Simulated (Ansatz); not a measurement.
Task: Name a neutral molecule of C, N, S, Si and H with LUMO energy (B3LYP/def2-TZVPP) between -1.40 and -1.10 eV and HOMO–LUMO gap (PBE0/def2-TZVPP) between 6.35 and 6.65 eV (Ansatz, PBE0-D4/def2-TZVP geometry).

Result: `N=C([SiH3])S[SiH3]` (-1.27 eV, 6.39 eV); `N=C([SiH3])S` (-1.14 eV, 6.60 eV). Other molecules can fit too; these were computed, each in one conformer that needn't be the lowest.

B3LYP here is the variant with VWN-RPA as its local correlation; programs differ in this.
